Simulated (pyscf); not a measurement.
**Cl–GeH₂–GeH₂• (SMILES [Cl][GeH2][GeH2]), doublet**

Gas-phase minimum from PySCF at ωB97X-D3(BJ)/def2-SVP, one conformer. Other isomers of Cl–GeH₂–GeH₂• were not searched in full and may lie lower. 

SMILES: [Cl][GeH2][GeH2]
```xyz
7

Cl    -1.5130    -1.2277    -1.3332
Ge     0.0232    -0.3305    -0.0818
Ge     0.3919     1.9006    -0.8683
H     -0.5074    -0.3591     1.3563
H      1.2713    -1.2102    -0.2182
H     -0.8673     2.7766    -0.7396
H      0.9078     1.9287    -2.3182
```
Charge 0, spin multiplicity 2.

Bonds (Å): Cl1–Ge2 2.175, Ge2–Ge3 2.394, Ge2–H4 1.533, Ge2–H5 1.533, Ge3–H6 1.539, Ge3–H7 1.539. Angles (°): Cl1–Ge2–Ge3 107.7, Cl1–Ge2–H4 106.7, Cl1–Ge2–H5 106.7, Ge3–Ge2–H4 112.3, Ge3–Ge2–H5 112.3, H4–Ge2–H5 110.8, Ge2–Ge3–H6 112.1, Ge2–Ge3–H7 112.2, H6–Ge3–H7 110.0.

Properties at ωB97X-D3(BJ)/def2-SVP:

```json
{
 "harmonic_wavenumbers_unscaled": "88, 107, 281, 352, 424, 498, 538, 680, 761, 864, 886, 2152, 2172, 2199, 2205 cm⁻¹",
 "zero_point_energy": "20.3 kcal/mol",
 "rotational_symmetry_number": "1",
 "Entropy of this conformer at 298 K and 1 atm, rigid rotor and harmonic oscillator, modes under 100 cm⁻¹ raised to 100": "348.6 J/(mol K)",
 "dipole_moment": "2.05 D",
 "Spin expectation value S2": "0.753"
}
```

Single-point totals, which compare only within one level:

| level | total energy (hartree) |
|---|---|
| ωB97X-D3(BJ)/def2-TZVP | -4616.55507 |
| PBE/def2-TZVP | -4615.80265 |
| r²SCAN/def2-TZVP | -4616.58275 |
| B3LYP-D3(BJ)/def2-TZVP | -4616.75313 |
| PBE0-D3(BJ)/def2-TZVP | -4615.95897 |
| M06-2X/def2-TZVP | -4616.61440 |
| ωB97M-D3(BJ)/def2-TZVP | -4616.71821 |

Soft torsions are taken as harmonic, which can shift the entropy by several J/(mol K). Elements up to Kr have no core potential and no relativistic terms here.
